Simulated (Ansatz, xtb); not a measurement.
## Two isomers of AlF2H4NSi

Structure X: `[F][Al]([F])[NH][SiH3]`, a singlet. Structure Y: `[F][AlH][NH][SiH2]F`, a singlet. Both are isolated molecules in the gas phase, relaxed with PBE-D3(BJ)/def2-SVP; the shapes shown needn't be the lowest conformers.

X (Å):

```xyz
9

Al    0.3557   -0.8779    1.8927
F     0.6283   -0.5986    3.5143
F     1.5816   -1.5357    0.9757
N    -1.2200   -0.4748    1.1764
Si   -1.7529   -0.6689   -0.4885
H    -1.9164   -0.0737    1.8153
H    -2.1364    0.6477   -1.1143
H    -2.9456   -1.5844   -0.5952
H    -0.5983   -1.2624   -1.2423
```

Y (Å):

```xyz
9

Al   -0.3610   -0.7467    2.0018
F    -0.9201   -2.3078    2.2578
F     3.0260    1.0468    0.4754
N     0.6849   -0.4844    0.5628
Si    1.4409    0.9915    0.0494
H    -0.7669    0.4249    2.9806
H     0.9059   -1.3082   -0.0107
H     0.7468    2.1202    0.7478
H     1.4103    1.1165   -1.4439
```

Energies in hartree; the thermal terms are from PBE-D3(BJ)/def2-SVP harmonic frequencies (ideal gas, rigid rotor, one conformer each, 298.15 K, 1 atm) and include the zero-point energy:

```
                              X           Y
E, CCSD(T)/def2-SVP  −787.097683  −787.083885
    E, MP2/def2-SVP  −787.050744  −787.036701
  E, MP2/def2-TZVPP  −787.781388  −787.770823
  zero-point energy     0.045467     0.045167
       H(298 K) − E     0.054013     0.053485
       G(298 K) − E     0.012620     0.012501
```

Problem. Correct the CCSD(T) difference for the basis set by the MP2 change, then work out ΔE, ΔE₀, ΔH and ΔG for X → Y in kcal/mol (1 Eh = 627.51 kcal/mol) and the equilibrium ratio [Y]/[X].

Solution. 1. Differences Y − X: CCSD(T) +0.013798, MP2 in the small set +0.014043, MP2 in the large set +0.010565 Eh.
2. ΔE = +0.013798 + (+0.010565 − (+0.014043)) = +0.010320 Eh = +6.48 kcal/mol.
3. ΔE₀ = ΔE + ΔZPE = +0.010320 + (−0.000300) Eh = +6.29 kcal/mol.
4. ΔH = ΔE + (−0.000528) Eh = +6.14 kcal/mol.
5. ΔG = ΔE + (−0.000119) Eh = +6.40 kcal/mol, so ΔS = (ΔH − ΔG)/T = −3.6 J/(mol K).
6. kT = 0.9442 mEh, so K = [Y]/[X] = exp(−ΔG/kT) = exp(−10.80) ≈ 2.0 × 10^−5.

Structure X is favoured at this temperature. An error of 1 kcal/mol in ΔG would change K by a factor of 5.4. Mirror images and further conformers aren't counted.

As drawn, Y has 1 F–Si, 1 Al–H in place of 1 Al–F, 1 Si–H.

Other levels gave ΔE = +3.0 (GFN2-xTB); +15.9 (HF/STO-3G, GFN2-xTB geometries); +11.8 (r2SCAN-D4/def2-SVP, GFN2-xTB geometries); +6.7 (PBE-D3(BJ)/def2-SVP); +7.6 (HF/def2-SVP); +8.8 (MP2/def2-SVP); +8.7 (CCSD(T)/def2-SVP) kcal/mol. The correlated steps freeze 13 core orbitals. Programs: Ansatz 0.2.0, xtb 6.7.1.
